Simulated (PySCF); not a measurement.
## Electron correlation in S²⁺ (sulfur, charge +2)

[Ne] 3s2 3p2, high-spin 3P determinant. All numbers are calculated (PySCF 2.14, the spin-free X2C one-electron Hamiltonian (Gaussian nucleus), in x2c-TZVPPall with one added diffuse shell each of s, p, d type (6s6p4d1f, 51 functions)). Frozen: 1s2; 12 electrons correlated.

```csv
level,correlation energy (mhartree)
CCSD,-246.98
(T),-3.63
CCSD(T),-250.61
```

Diagnostics: T1 = 0.0056, D1 = 0.0234, largest double amplitude 0.099.

Cost of the coupled-cluster step: about 2.8 core-seconds, for 12 correlated electrons.

This basis was not built for core-valence correlation, so the inner-shell part is incomplete.
